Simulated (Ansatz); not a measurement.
Reaction (redistribution): `CC[SiH](F)[AlH2]` + `F[CH2][GeH3]` → `FC[SiH](F)[AlH2]` + `C[CH2][GeH3]`

Isolated molecules relaxed with PBE0-D4/def2-TZVP in Ansatz; ΔE leaves out vibrations. CCSD(T)/CBS is the MP2 limit (def2-TZVPP, def2-QZVPP) plus CCSD(T) − MP2 in def2-TZVPP, frozen cores. Functionals use def2-TZVPP. B3LYP here is the variant with VWN-RPA as its local correlation; programs differ in this. For Ge outer-core shells are correlated without core-valence functions, which leaves a few kJ/mol of doubt a bond. Scalar relativity is left out up to krypton. One conformer a species, not always the lowest.

`CC[SiH](F)[AlH2]`:

Cartesian coordinates in Å:
```
C 2.017 0.660 0.341
C 0.492 0.706 0.402
Si -0.337 -0.755 -0.432
F 0.215 -2.104 0.271
Al -2.808 -0.698 -0.362
H 2.464 1.523 0.841
H 2.371 0.654 -0.692
H 2.405 -0.240 0.825
H 0.111 1.613 -0.084
H 0.152 0.758 1.442
H 0.153 -0.808 -1.846
H -3.562 0.557 -0.987
H -3.672 -1.866 0.282
```

`F[CH2][GeH3]`:

Cartesian coordinates in Å:
```
F 0.726 -0.749 -1.665
C -0.225 -0.748 -0.657
Ge 0.162 0.684 0.647
H -0.212 -1.727 -0.171
H -1.208 -0.600 -1.112
H 0.134 2.046 -0.059
H -0.920 0.645 1.741
H 1.542 0.450 1.277
```

`FC[SiH](F)[AlH2]`:

Z-matrix (Å, degrees):
```
C
Si 1 1.892
F 1 1.389 2 112.0
H 1 1.098 2 109.5 3 -120.1
H 1 1.096 2 111.5 3 121.1
Al 2 2.478 1 111.8 3 171.1
F 2 1.611 1 108.5 3 -66.3
H 2 1.492 1 106.8 3 48.5
H 6 1.586 2 121.4 1 135.4
H 6 1.590 2 118.7 1 -45.6
```

`C[CH2][GeH3]`:

```xyz
11

C    -0.212    1.020   -0.998
C     0.448    0.522    0.279
Ge   -0.090   -1.300    0.761
H    -1.301    1.030   -0.909
H     0.106    2.037   -1.243
H     0.038    0.385   -1.853
H     0.204    1.174    1.123
H     1.537    0.531    0.183
H     0.284   -2.278   -0.370
H    -1.616   -1.362    0.968
H     0.602   -1.758    2.058
```

```tsv
level	ΔE (kJ/mol)	difference from CCSD(T)/CBS
B3LYP-D4	5.0	1.7
PBE0	4.9	1.6
B3LYP	4.5	1.2
CCSD/def2-TZVPP	4.2	0.9
CCSD(T)/def2-TZVPP	4.4	1.1
HF/def2-QZVPP	4.2	0.9
MP2/def2-QZVPP	3.4	0.1
SCS-MP2/def2-QZVPP	3.4	0.1
HF/CBS(def2)	4.2	0.9
CCSD/CBS(def2)	3.1	-0.2
CCSD(T)/CBS	3.3	0
```

Largest T1 diagnostic among the species: 0.012.
